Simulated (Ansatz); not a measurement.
C₃H₇O, charge -1, singlet, geometry from GFN2-xTB (a gas-phase anion, which may not be bound at this level). Base run: Ansatz (a program for electronic structure) with BLYP/6-311G**.

Here is a job for Ansatz.
Ansatz 0.2 input:
```yaml
crystal:
  periodic: [false, false, false]
  atoms:
    - {symbol: O, position_ang: [0.07243737, 1.40320982, -0.19733602]}
    - {symbol: C, position_ang: [-0.00374291, 0.03902709, 0.51456769]}
    - {symbol: H, position_ang: [0.67877388, 1.90342080, 0.35574421]}
    - {symbol: C, position_ang: [-1.29548155, -0.57666788, -0.04347091]}
    - {symbol: C, position_ang: [1.16825520, -0.77939168, -0.07495182]}
    - {symbol: H, position_ang: [-1.32161314, -0.69032542, -1.14781489]}
    - {symbol: H, position_ang: [1.15603930, -0.89633139, -1.17974156]}
    - {symbol: H, position_ang: [-2.15685030, 0.03773779, 0.23654104]}
    - {symbol: H, position_ang: [2.12944108, -0.31822607, 0.18678398]}
    - {symbol: H, position_ang: [-1.44057069, -1.57307732, 0.39121968]}
    - {symbol: H, position_ang: [1.16109647, -1.78668206, 0.35908608]}
basis:
  gaussian:
    orbitals: 6-311G__.json
hamiltonian:
  xc: blyp
total_charge: -1
```
The basis file holds 6-311G** in the JSON format of the Basis Set Exchange.

The base run was repeated with changes; each row names its change, and settings that it needs were set with it.

```
change                                                           ΔE vs base (kcal/mol)
---------------------------------------------------------------  ---------------------
base                                                                             0.000
lower_state_search = full                                                        0.000
nuclear_model = gaussian                                                         0.014
point_charge = charge:1.0 position_ang:-4.8813, 0.2636, -2.0957                  -66.4
fitting.mean_field = cc-pVTZ-JKFIT                                                   …
final_grid = 10, 20, 41                                                          0.000
lower_state_search = off                                                         0.000
point_charge = charge:0.5 position_ang:-0.8986, -0.4113, 5.1982                 -33.03
fitting.mean_field = def2-universal-JKFIT                                            …
final_grid = 14, 28, 59                                                          0.000
point_charge = charge:-1.0 position_ang:0.2551, 4.4846, -2.4083                   64.3
```

### Question
Fill in the missing entries.

### Answer

- fitting.mean_field = cc-pVTZ-JKFIT, ΔE vs base (kcal/mol): -0.043
- fitting.mean_field = def2-universal-JKFIT, ΔE vs base (kcal/mol): -0.080

A gas-phase anion may not be bound at this level; its values then depend on the basis.
